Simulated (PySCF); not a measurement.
# Computed properties of CH5OSb, SMILES [O]([SbH2])C

Sb(H)2(OMe) (CH₅OSb), SMILES [SbH2][O]C. Coordinates come from a PBE0-D3(BJ)/def2-SVP optimisation. The def2 effective core potentials stand for the cores of Sb; spin–orbit coupling is left out. Other conformers were not sampled. All values are computed for the isolated molecule unless a solvent is named; none is compared with measurement here.

**Structure.** The optimised structure has Cs symmetry. All 18 harmonic modes at PBE0-D3(BJ)/def2-SVP (PySCF) are real, so it is a minimum. With heavy atoms numbered as in [SbH2:1][O:4][CH3:5], the shortest bond between them is O4–C5 at 1.396 Å and the longest Sb1–O4 at 1.992 Å.

**Vibrations.** The strongest infrared lines (harmonic, unscaled, degenerate partners summed) lie at 1908 cm⁻¹ (227 km/mol, H 99 %), 1905 cm⁻¹ (186 km/mol, H 99 %), 1148 cm⁻¹ (174 km/mol, O 51 %, C 44 %). The softest mode is at 167 cm⁻¹ and the zero-point energy is 34.6 kcal/mol.

**Electronic structure.** CAM-B3LYP/def2-TZVPD (PySCF) places the frontier levels at -9.03 and -0.30 eV, a gap of 8.73 eV, and gives a dipole moment of 1.29 D and a mean polarisability of 61.4 bohr³.

**Excitations.** TDA-CAM-B3LYP/def2-SVPD (PySCF) has S1 at 5.38 eV (230 nm, f = 0.000, dark); the most intense of the 10 singlets computed lies at 6.79 eV (f = 0.19). T1 (TDA) is at 4.39 eV, 0.99 eV under S1. No vertical singlet excitation falls in the visible range (under 3.1 eV).
